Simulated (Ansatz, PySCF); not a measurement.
System: GeCl2, charge -1, multiplicity 2. 
Geometry from a B3LYP-D3(BJ)/def2-TZVP (Ansatz, an electronic-structure program) optimisation:
```xyz
3

Ge     0.0004    -0.0020     0.7835
Cl     1.1892     1.3657    -0.7345
Cl    -1.1900    -1.3619    -0.7403
```
Charge -1, spin multiplicity 2.

Total electronic energies in hartree. Cores are frozen in the correlated levels unless marked. UHF or UKS for open shells. No spin-orbit coupling. The frozen core is the preceding noble-gas configuration, with the filled d and f shells of earlier blocks. No relativistic terms. CBS marks a two-point X^-3 extrapolation of the correlation energy; Hartree-Fock from the larger set. The bracket is a focal-point correction in the basis named.

| level | program | energy (Eh) |
|---|---|---|
| HF/def2-TZVPD | PySCF | -2994.52646 |
| RI-HF/def2-QZVPPD | Ansatz | -2994.59274 |
| BLYP-D4/def2-TZVPD | Ansatz + dftd4 | -2997.64338 |
| revPBE-D4/def2-TZVPD | Ansatz + dftd4 | -2997.25743 |
| B97M-V/def2-TZVPD | Ansatz | -2996.94227 |
| B3LYP-D3(BJ)/def2-TZVPD | Ansatz + dftd3 | -2997.66118 |
| PBE0/6-31G* | Ansatz | -2996.66611 |
| PBE0/def2-SVP | Ansatz | -2996.41587 |
| TPSSh/def2-TZVPD | PySCF | -2997.56679 |
| M06-2X/def2-TZVPD | PySCF | -2997.55282 |
| MN15-D3(BJ)/def2-TZVPD | PySCF + dftd3 | -2997.69241 |
| HSE06-D4/def2-TZVPD | Ansatz + dftd4 | -2996.99931 |
| LC-wPBE-D4/def2-TZVPD | Ansatz + dftd4 | ___ |
| wB97M-V/def2-TZVPD | Ansatz | -2997.41812 |
| B2GP-PLYP-D3(BJ)/def2-TZVPD | Ansatz + dftd3 | -2996.66574 |
| B2GP-PLYP-D4/def2-TZVPD | Ansatz + dftd4 | -2996.66266 |
| MP2/STO-3G | Ansatz | -2960.94070 |
| MP2/6-31G* | Ansatz | -2994.49577 |
| MP2/def2-TZVPP | Ansatz | -2994.98975 |
| CCSD/6-31G* | Ansatz | -2994.53061 |
| CCSD(T)/6-31G* | Ansatz | -2994.53986 |
| CCSD(T)/def2-TZVPP | Ansatz | -2995.05254 |
| RI-MP2/CBS(def2-TZVPPD,def2-QZVPPD)+[CCSD(T)-MP2]/def2-TZVPPD | Ansatz | -2995.2081 |

Task: Some entries are withheld; supply them.

Result: 
- LC-wPBE-D4/def2-TZVPD, energy (Eh): -2997.04235
